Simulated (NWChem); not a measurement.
System: InCl, singlet; SMILES [Cl][In]

All runs: NWChem. Low-valent species are run as closed-shell singlets; no triplet was tried in these runs. def2 effective core potentials on In; no spin-orbit coupling. The level has its own optimisation; frequencies are unscaled.

Q: Estimate the computed values for PBE0/def2-SVP (core potentials). Quantities: r Cl–In (Å); highest harmonic frequency (cm⁻¹); zero-point energy (kcal/mol).

A: 
```
Item                               Value
---------------------------------  -----
r Cl–In (Å)                        2.430
highest harmonic frequency (cm⁻¹)    328
zero-point energy (kcal/mol)         0.5
```
